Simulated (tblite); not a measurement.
Parent: `[CH3:1][CH2:2][CH2:3][CH2:4][CH2:5][C:6]#[C:7][SiH3:8]` with C1–C2–C3–C4 -177°, C2–C3–C4–C5 180°, C3–C4–C5–C6 65°, C7H14Si.

Computed geometry: GFN2-xTB, gas phase. One conformer each, not checked by frequencies here.

```csv
coordinate of the parent,value
C1–C2,1.524 Å
C2–C3,1.527 Å
C3–C4,1.526 Å
C4–C5,1.534 Å
C5–C6,1.449 Å
C6≡C7,1.205 Å
C7–Si8,1.842 Å
C1–C2–C3,111.8°
C2–C3–C4,112.0°
C3–C4–C5,111.9°
C4–C5–C6,111.5°
C5–C6–C7,178.7°
C6–C7–Si8,179.5°
```

Q: How does the shared frame change in `[CH3:1][CH2:2]/[CH:3]=[CH:4]/[CH2:5][C:6]#[C:7][SiH3:8]` with C1–C2–C3–C4 -120°, C3–C4–C5–C6 -120°, C7H12Si? Atoms pair as C1 = C1, C2 = C2, C3 = C3, C4 = C4, C5 = C5, C6 = C6, C7 = C7, Si8 = Si8 (parent first).

A: 
```csv
parent,relative,value in the relative,change
C1–C2,C1–C2,1.528 Å,+0.004
C2–C3,C2–C3,1.496 Å,-0.031
C3–C4,C3=C4,1.322 Å,-0.204
C4–C5,C4–C5,1.502 Å,-0.032
C5–C6,C5–C6,1.452 Å,+0.003
C6≡C7,C6≡C7,1.205 Å,0.000
C7–Si8,C7–Si8,1.843 Å,+0.001
C1–C2–C3,C1–C2–C3,111.1°,-0.7
C2–C3–C4,C2–C3–C4,124.7°,+12.7
C3–C4–C5,C3–C4–C5,124.4°,+12.5
C4–C5–C6,C4–C5–C6,110.3°,-1.2
C5–C6–C7,C5–C6–C7,178.4°,-0.3
C6–C7–Si8,C6–C7–Si8,179.1°,-0.4
```

Of the parent's bonds, C3–C4 changes most (-0.204 Å). Point group C1 → C1.
